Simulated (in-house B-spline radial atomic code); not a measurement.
## Functionals against successive ionisation energies: Yb to Yb³⁺

Ionisation energies as differences of self-consistent total energies from a B-spline radial code for spherical atoms: all electrons, radial basis limit, scalar-relativistic (one-electron X2C), spin-polarised at highest spin, spherical densities; exact exchange is averaged over the determinants of each configuration. No spin-orbit coupling, Breit or QED terms. NIST's values run from ground level to ground level, so in open shells the differences also hold multiplet and fine-structure energies that spherical high-spin averages miss. Columns give computed minus NIST, in eV; a star marks a semi-empirical value. Species are left out where the tabulated value is theory, is uncertain by more than 0.12 eV, or (13 ions, such as In⁴⁺, Te⁴⁺ and Bi⁴⁺) lies off its series for all methods alike, which flatters the means a little.

```csv
species,shell,NIST (eV),Hartree-Fock,PBE,CAM-B3LYP,M06-2X,r2SCAN0,OLYP
Yb,6s,6.25,-1.12,+0.08,+0.03,+0.21,-0.22,-0.16
Yb⁺,6s,12.18,-0.90,+0.24,+0.19,-0.05,-0.15,-0.03
Yb²⁺,4f,25.05 ± 0.03*,-4.16,+1.28,+0.36,-0.81,+0.06,+1.63
Yb³⁺,4f,43.61 ± 0.04*,-2.75,+2.08,+1.31,+0.47,+1.05,+2.55
```

(1) How do the methods rank, and which species is hardest?

Answers

(1) Mean absolute (signed) differences: r2SCAN0 0.37 (+0.19) eV; M06-2X 0.39 (-0.05) eV; CAM-B3LYP 0.47 (+0.47) eV; PBE 0.92 (+0.92) eV; OLYP 1.09 (+1.00) eV; Hartree-Fock 2.23 (-2.23) eV. For Yb³⁺, which loses a 4f electron, the nearest method is off by +0.47 eV, the largest such miss. The first two are tied within the accuracy of the references. Hartree-Fock comes too low mainly by the correlation energy of the removed electron.
